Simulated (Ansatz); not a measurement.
PBE exchange is replaced step by step with exact exchange (0 % is PBE, 25 % PBE0; no dispersion term), basis def2-SVPD, Ansatz. System: mer-[FeF3(NH3)3]- (FeN₃F₃H₉⁻). Total charge -1; singlet. Geometry: B3LYP-D4/def2-SVPD.

Geometry of the singlet:

```xyz
16

Fe    0.032   -0.244   -0.078
F     0.449    0.771   -1.784
F    -0.427   -0.900    1.729
F     0.314   -2.065   -0.841
N    -0.207    1.713    0.497
H     0.448    2.071    1.187
H    -1.146    2.003    0.753
H     0.041    2.003   -0.461
N    -1.882   -0.626   -0.644
H    -2.464   -0.803    0.171
H    -1.561   -1.517   -1.040
H    -2.362   -0.071   -1.347
N     1.988   -0.470    0.424
H     2.055   -0.634    1.426
H     2.727    0.137    0.080
H     1.993   -1.369   -0.073
```

At PBE-D4/def2-SVPD the restricted singlet is unstable: a solution with broken spin symmetry lies lower. At PBE-D4/def2-SVPD, PBE with 10 % exact exchange/def2-SVPD, PBE with 15 % exact exchange/def2-SVPD, PBE0-D4/def2-SVPD the highest occupied level of the charge -1 singlet lies above zero (up to 2.57 eV). The electron is either unbound and held by the finite basis, or the level is raised by self-interaction error. The restricted singlet is unstable towards broken spin symmetry at other levels; at PBE with 10 % exact exchange/def2-SVPD, PBE with 15 % exact exchange/def2-SVPD, PBE0-D4/def2-SVPD, PBE with 40 % exact exchange/def2-SVPD this wasn't settled. The geometry of the singlet was relaxed on an unsound state (restricted singlet, unstable towards broken spin symmetry at other levels and untested here). At PBE0-D4/def2-TZVPD a quintet of charge -1 lies 1.73 eV below the restricted singlet, each at its own geometry.

| exact exchange (%) | HOMO (eV) | LUMO (eV) | gap (eV) |
| --- | --- | --- | --- |
| 0 | 2.57 | 2.70 | 0.13 |
| 10 | 1.68 | 2.99 | 1.31 |
| 15 | 1.19 | 3.12 | 1.93 |
| 25 | 0.17 | 3.37 | 3.20 |
| 40 | -1.36 | 3.74 | 5.10 |
